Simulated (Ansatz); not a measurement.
Worked example: CH2N2 + C2H9NSi → SiH3(CN) + C2H8N2

Gas-phase species: CH2N2 (cyanamide) `N#CN`, singlet; C2H9NSi `CCN[SiH3]`, singlet; SiH3(CN) (silyl cyanide), singlet; C2H8N2 (ethylhydrazine) `CCNN`, singlet. The partners trade NH2 for SiH3: C–NH2 and N–SiH3 bonds give way to C–SiH3 and N–NH2.

Shapes, held fixed at every level: PBE0-D4/def2-TZVP. Flexible molecules stand in one conformer, not always the lowest. Programs: Ansatz 0.2.0. Electronic energies: no zero-point or thermal term.

At CCSD(T)/CBS estimate; 1 Eh = 2625.50 kJ/mol:

| species | energy (Eh) |
| --- | --- |
| CH2N2 | -148.627643 |
| C2H9NSi | -425.313696 |
| SiH3(CN) | -383.615541 |
| C2H8N2 | -190.280238 |

Task: Work out ΔE of the reaction at this level.

Result: 
1. Products less reactants: (-383.615541) + (-190.280238) − [(-148.627643) + (-425.313696)] = 0.045560 Eh = +119.6 kJ/mol.

Other levels give +119.1 (CCSD(T)/def2-TZVPP) to +131.3 kJ/mol (HF/def2-TZVPP). No measured value is set beside it here. The CBS estimate extrapolates MP2 from def2-TZVPP and def2-QZVPP and adds CCSD(T) − MP2 in the triple-zeta set, cores frozen.
